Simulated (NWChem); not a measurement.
## Relativistic effects in F$_{4}$Te

SMILES: [Te](F)(F)(F)F
```xyz
5

Te     0.0000     0.0000     0.2957
F     -1.9591     0.0000     0.0885
F      0.0000     1.4691    -0.9429
F      1.9591     0.0000     0.0885
F      0.0000    -1.4691    -0.9429
```
Charge 0, spin multiplicity 1.

All runs are NWChem calculations. The geometry was optimised at PBE/def2-SVP with def2 effective core potentials on Te, a minimum by its harmonic frequencies.

Functional PBE, all-electron basis x2c-SVPall-2c, contracted for the X2C Hamiltonian and used here with ZORA. The ion keeps the geometry and has multiplicity 2 in the scalar run; the spin-orbit run starts from the same electron counts.

The cost column gives rough processor time relative to scalar ZORA; each entry includes its own SCF.

The structure started from a generated list of species. The stability of the SCF solutions was not checked.

| Hamiltonian | ΔSCF ionisation energy (eV) | HOMO (eV) | LUMO (eV) | gap (eV) | relative cost |
|---|---|---|---|---|---|
| scalar ZORA | 11.97 | -8.27 | -3.89 | 4.39 | 1 |
| spin-orbit ZORA | 11.97 | -8.27 | -3.94 | 4.33 | under 3 |

From scalar ZORA to spin-orbit ZORA the ionisation energy hardly moves.
